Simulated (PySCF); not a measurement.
# Ionisation energy of Cu²⁺ by level of theory

Cu²⁺ [Ar] 3d9 (2D) → Cu³⁺ [Ar] 3d8 (3F), as a difference of total energies. Calculation: PySCF 2.14, in cc-pVDZ-PP with ECP10MDF (4s4p3d1f, 38 functions); scalar relativity through the core potential. Correlated levels: valence: 3s2 3p6 frozen. The calculations carry no spin-orbit coupling.

```
           method  ionisation energy (eV)  difference from reference (eV)
              UHF                  34.059                          -2.782
           M06-2X                  37.276                          +0.435
             BP86                  37.023                          +0.182
    MP2 (valence)                  36.354                          -0.487
SCS-MP2 (valence)                  36.138                          -0.703
```

Reference: 36.841 ± 0.012 eV (measured; NIST Atomic Spectra Database, ionization energies).

The reference lies between the lowest fine-structure levels, while these numbers refer to the centres of the terms.

Errors of the correlated levels include the incompleteness of this basis and the frozen core.
